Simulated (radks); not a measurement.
Results of a calculation; reference values are marked as such.
These are the eigenvalues of the occupied orbitals of an atom or ion with whole-number occupations (hartree). Level of theory: scalar-relativistic Kohn-Sham, XLYP, spin-polarised, spherical densities, finite nucleus; Fermi nuclear charge, rms radius of each element as measured or else 0.836 A^(1/3) + 0.57 fm (a radial shooting solver on a logarithmic mesh with Libxc functionals).

orbital  eigenvalue
1s up     -1426.157
1s down   -1426.149
2s up     -228.5892
2s down   -228.5849
2p up     -205.0920
2p down   -205.0849
3s up     -50.32420
3s down   -50.31711
3p up     -42.82015
3p down   -42.81205
3d up     -32.03222
3d down   -32.02441
4s up     -11.59390
4s down   -11.57765
4p up      -9.14960
4p down    -9.13275
4d up      -5.61105
4d down    -5.58930
5s up      -3.09265
5s down    -2.99077
5p up      -2.41634
6s up      -1.19796
6s down    -1.18523

Which element is it, and in what charge state? The configuration may be excited. Open shells, if any, are filled with parallel spins first.

Answer. Z = 57, lanthanum, charge +4: La4+ in [Kr] 4d10 5s2 5p3 6s2. The list shows which subshells hold electrons but not how many an open one holds; the 1s level, -1426.2 hartree, gives Z - s = 53.4 by -(Z - s)^2/2, which with screening and relativity narrows Z to a few neighbours, and the depths of the outer levels then fix element, charge and occupations together.
